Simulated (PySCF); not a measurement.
Fe: excitation energy

Fe [Ar] 3d6 4s2 (5D) → Fe [Ar] 3d6 4s1 4p1 (high-spin determinant), as a difference of total energies. Computed with PySCF 2.14 in x2c-TZVPPall, with scalar relativity by spin-free X2C-1e. Correlated levels: valence and next inner shell: [Ne] frozen. The calculations carry no spin-orbit coupling.

```csv
method,excitation energy (eV)
UHF,1.481
MP2 (valence and next inner shell),2.380
SCS-MP2 (valence and next inner shell),2.563
CCSD (valence and next inner shell),2.474
CCSD(T) (valence and next inner shell),2.560
```

Q: How much does correlation contribute at CCSD(T) (valence and next inner shell)?

A: 2.560 − (1.481) = 1.079 eV, measured against UHF.

A first-order spin-orbit estimate (lowest level to lowest level, LS coupling) adds 0.019 eV.

The basis was made for the ground configuration and has no added diffuse functions, so the excitation energy can come out too high.

The determinant of the upper state mixes LS terms, which raises its energy above the lowest term, most at the Hartree-Fock and MP2 levels.
